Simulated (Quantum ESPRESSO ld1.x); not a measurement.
Species: S2+. Configuration: [Ne] 3s2 3p2.

Method: scalar-relativistic Kohn-Sham, LDA (Slater exchange, Perdew-Zunger correlation), spin-polarised, spherical densities, point nucleus; open shells are filled with parallel spins first; computed with ld1.x of Quantum ESPRESSO 7.5.

Energy parts (hartree):
| part | energy |
|---|---|
| total | -396.6112 |
| kinetic | 397.8603 |
| electron-nucleus | -934.4757 |
| Hartree | 163.5572 |
| exchange-correlation | -23.5531 |

Orbitals (lengths in bohr, moments of r in powers of bohr; r(90%) holds 90 % of the orbital's charge):
| orbital | occ. | eigenvalue (hartree) | <r> | r(90%) |
|---|---|---|---|---|
| 1s up | 1 | -89.0677 | 0.09715 | 0.174 |
| 1s down | 1 | -89.0535 | 0.09714 | 0.174 |
| 2s up | 1 | -8.69214 | 0.4806 | 0.754 |
| 2s down | 1 | -8.67645 | 0.4802 | 0.753 |
| 2p up | 3 | -6.70225 | 0.4427 | 0.738 |
| 2p down | 3 | -6.68273 | 0.4423 | 0.737 |
| 3s up | 1 | -1.48110 | 1.572 | 2.35 |
| 3s down | 1 | -1.39709 | 1.584 | 2.37 |
| 3p up | 2 | -1.06305 | 1.751 | 2.67 |
| 3p down | 0 | -0.98390 | 1.782 | 2.73 |
| 3d up | 0 | -0.50808 | 2.304 | 3.67 |
| 3d down | 0 | -0.44798 | 2.469 | 3.98 |
| 4s up | 0 | -0.43421 | 3.864 | 5.58 |
| 4s down | 0 | -0.41383 | 3.995 | 5.77 |
| 4p up | 0 | -0.32806 | 4.501 | 6.56 |
| 4p down | 0 | -0.31348 | 4.673 | 6.81 |
| 4f up | 0 | -0.14201 | 7.129 | 10.8 |
| 4f down | 0 | -0.13862 | 7.474 | 11.2 |

The highest occupied level is 3p up at -28.927 eV. The density falls to 0.001 e/bohr^3 at r = 3.38 bohr. Summed over all electrons, <r^2> = 14.90 bohr^2, which gives a Langevin (diamagnetic) susceptibility term of -11.8 x 10^-6 cm^3/mol.
